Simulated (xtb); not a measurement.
Harmonic IR lines of one isomer of C9H6BNS, unscaled. Level of theory: GFN2-xTB run with xtb.

| wavenumber (cm⁻¹) | relative intensity |
|---|---|
| 687 | 4.0 |
| 813 | 76 |
| 838 | 3.2 |
| 994 | 3.9 |
| 1125 | 4.8 |
| 1188 | 21 |
| 1231 | 50 |
| 1299 | 4.5 |
| 1326 | 7.7 |
| 1384 | 4.2 |
| 1431 | 11 |
| 1510 | 7.6 |
| 1529 | 5.9 |
| 1540 | 13 |
| 2368 | 100 |
| 2662 | 45 |
| 2699 | 36 |
| 3089 | 3.5 |
| 3102 | 6.2 |

Say which structure gives these lines.
A. `Bc1cc(C#N)c2sccc2c1`
B. `Bc1cc2sccc2cc1C#N`
C. `Bc1c(C#N)ccc2sccc12`
D. `Bc1c(C#N)sc2ccccc12`

C, `Bc1c(C#N)ccc2sccc12`
